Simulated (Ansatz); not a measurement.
One change: `FBC1N[SiH2]1` becomes `[SiH3]C1N[SiH2]1`.

Ansatz, PBE0-D4/def2-TZVP geometries, multiplicity 1. Each molecule was computed in one conformer, which needn't be the lowest.

| property | `FBC1N[SiH2]1` |
| --- | --- |
| HOMO energy (PBE0/def2-TZVPP) / eV | -6.92 |
| HOMO–LUMO gap (B3LYP/def2-TZVPP) / eV | 5.73 |
| LUMO energy (B3LYP/def2-TZVPP) / eV | -0.96 |
| size of the dipole moment (B3LYP/def2-TZVPP) / D | 3.03 |
| HOMO–LUMO gap (PBE/def2-TZVPP) / eV | 4.09 |
| HOMO energy (B3LYP/def2-TZVPP) / eV | -6.70 |

Give the same properties after the change, and the shifts. (Best estimate.)

The calculation gave: 
```csv
property,`[SiH3]C1N[SiH2]1`,shift
HOMO energy (PBE0/def2-TZVPP) / eV,-6.96,-0.04
HOMO–LUMO gap (B3LYP/def2-TZVPP) / eV,6.13,0.40
LUMO energy (B3LYP/def2-TZVPP) / eV,-0.59,0.37
size of the dipole moment (B3LYP/def2-TZVPP) / D,1.00,-2.03
HOMO–LUMO gap (PBE/def2-TZVPP) / eV,4.53,0.44
HOMO energy (B3LYP/def2-TZVPP) / eV,-6.72,-0.02
```

Dipoles are sizes alone; their direction can turn.

B3LYP here is the variant with VWN-RPA as its local correlation; programs differ in this.
